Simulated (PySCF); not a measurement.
A GIAO shielding run with PySCF (density fitting, non-relativistic, gas phase) on `CC(C)[Si@H]([SiH3])C1COC1`, C6H16OSi2:

```
$ OMP_NUM_THREADS=1 python probes_run.py task.json out

{"job": {"kind": "nmr", "xc": "PBE0", "basis": "pcSseg-1"}, "charge": 0, "multiplicity": 1}
C      1.344287    -0.945898     1.136231
C      1.448723    -0.186171    -0.184592
C      2.629827     0.780795    -0.141284
Si    -0.159119     0.770992    -0.617135
Si    -0.605395     2.435593     0.936270
C     -1.666496    -0.398012    -0.751537
C     -1.402605    -1.874847    -1.068677
O     -1.772815    -2.263397     0.255008
C     -2.213221    -0.943213     0.572524
H      2.274979    -1.472226     1.348507
H      1.155083    -0.260237     1.960866
H      0.543158    -1.680031     1.106419
H      1.653951    -0.917279    -0.975108
H      3.556970     0.246313     0.061327
H      2.738337     1.303698    -1.088876
H      2.487216     1.523429     0.642093
H      0.045126     1.259697    -2.000463
H      0.090642     3.679298     0.597929
H     -2.032849     2.756818     1.025923
H     -0.184061     2.104422     2.302958
H     -2.435984     0.047222    -1.381677
H     -2.073260    -2.315122    -1.814983
H     -0.374118    -2.158592    -1.303585
H     -3.303564    -0.899950     0.675755
H     -1.755746    -0.569158     1.493932
```

Hardware: 1 thread of an Arm Neoverse N1, shared host. The job also computes population analyses, field gradients, ring-centre shieldings.

Q: How large is the calculation?

A: 88 electrons, 247 basis functions and 1325 auxiliary functions.

Q: How long does it take, and how much memory does it need?

A: 100 s of wall time, with 14 SCF cycles and 4 response iterations; peak memory 1.1 GiB. Times on a shared host scatter by some tens of per cent.
